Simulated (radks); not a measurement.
Task: The manganese ion Mn+, 24 electrons, occupied as [Ne] 3s2 3p5 3d5 4s1 5s1 (not the ground configuration). Calculated with a radial shooting solver on a logarithmic mesh with Libxc functionals: non-relativistic Kohn-Sham, PBE, spin-polarised, spherical densities, point nucleus; open shells are filled with parallel spins first. Some entries of the table are withheld. Estimate them.

orbital,occ.,eigenvalue (eV),r(max) (bohr),<r^2> (bohr^2)
1s up,1,-6397.602,0.04053,0.005083
1s down,1,-6397.103,0.04053,0.005082
2s up,1,-755.1784,0.2352,0.09429
2s down,1,-752.2918,0.2350,0.09379
2p up,3,-650.5641,0.1894,0.07584
2p down,3,-648.1255,0.1892,0.07535
3s up,1,-107.0566,0.7398,0.8313
3s down,1,-99.2964,0.7419,0.8443
3p up,3,-76.9036,(1),0.9274
3p down,2,-69.3088,(2),0.9514
3d up,5,-28.3027,0.7349,1.364
3d down,0,-21.2991,0.7476,1.529
4s up,1,-17.5860,2.166,6.997
4p up,0,-11.7010,(3),10.18
5s up,1,-5.7640,5.650,39.30
4d up,0,-5.0386,4.551,28.92

Result: 
(1) 3p up r(max) (bohr): 0.7492
(2) 3p down r(max) (bohr): 0.7524
(3) 4p up r(max) (bohr): 2.509
